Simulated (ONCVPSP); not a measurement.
**Sc, ONCV: configuration errors across variants**

ONCVPSP 4.0.1 input, shortened (lines: element, Z, core and valence counts, functional; n l f; lmax; l rc ep ncon nbas qcut; lloc lpopt rc5 dvloc0; l nproj debl; icmod fcfact rcfact), PBE, scalar-relativistic:

```
  Sc 21.00    3    4        4      upf
    1    0    2.00
    2    0    2.00
    2    1    6.00
    3    0    2.00
    3    1    6.00
    3    2    1.00
    4    0    2.00
    2
    0    2.00    0.00    5    9    7.00
    1    1.75    0.00    3    6    7.10
    2    2.25    0.00    4    9    6.60
    4    5    1.10    4.00
    0    2    2.70
    1    1    3.40
    2    2    1.00
    1    0.55    0.00
```

All-electron excitation energies from the reference (eV): (1) 3s2 3p6 3d1 4s1 6.897; (2) 3s2 3p6 3d1 4s0 19.665; (3) 3s2 3p6 3d0 4s2 4p1 3.464.

Errors AE − PS in meV (a dash: test not solved or not reliable):

| change | (1) | (2) | (3) | bound ghosts | GHOST(+) flags above zero |
| --- | --- | --- | --- | --- | --- |
| base | -0.5 | -4.0 | +155 | none | none |
| p: rc 1.28 | -0.5 | -4.0 | +157 | none | none |
| p: rc 1.5 | -0.5 | -4.0 | +159 | none | none |
| p: rc 1.92 | -0.5 | -4.2 | +149 | none | none |
| p: rc 2.06 | -0.5 | -4.4 | +143 | none | none |
| p: rc 2.24 | -0.7 | -5.6 | +122 | none | none |
| p: rc 2.56 | -1.4 | -12 | +78 | none | none |

Give the same row for: p: rc 1.62.

-0.5, -4.0, +158; bound ghosts: none; GHOST(+) flags above zero: none.
